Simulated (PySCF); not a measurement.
These are PySCF with PBE-D3(BJ)/def2-TZVP // PBE-D3(BJ)/def2-SVP values and carry that method's errors. Isolated molecules, 0 K electronic values unless said otherwise. 

Reference species (SMILES): `c12c(c[se]c1)cccc2` (neutral, multiplicity 1).

S1 oscillator strength: 0.069
adiabatic ionisation energy (no zero-point term): 7.30 eV
LUMO: -2.43 eV
dipole moment: 0.29 D

After one change: the S1 oscillator strength goes up by 0.014; the adiabatic ionisation energy (no zero-point term) drops by 0.28 eV; the LUMO drops by 0.22 eV; the dipole moment rises by 0.37 D.

Task: Name the change that produced these shifts. The new species is one of these.
(A) `c1ccc2cocc2c1`
(B) `C1=c2ccccc2=CC1`
(C) `F[Si]1(F)C=c2ccccc2=C1`
(D) `[CH]1=c2ccccc2=[CH][GaH]1`

Result: B, `C1=c2ccccc2=CC1`
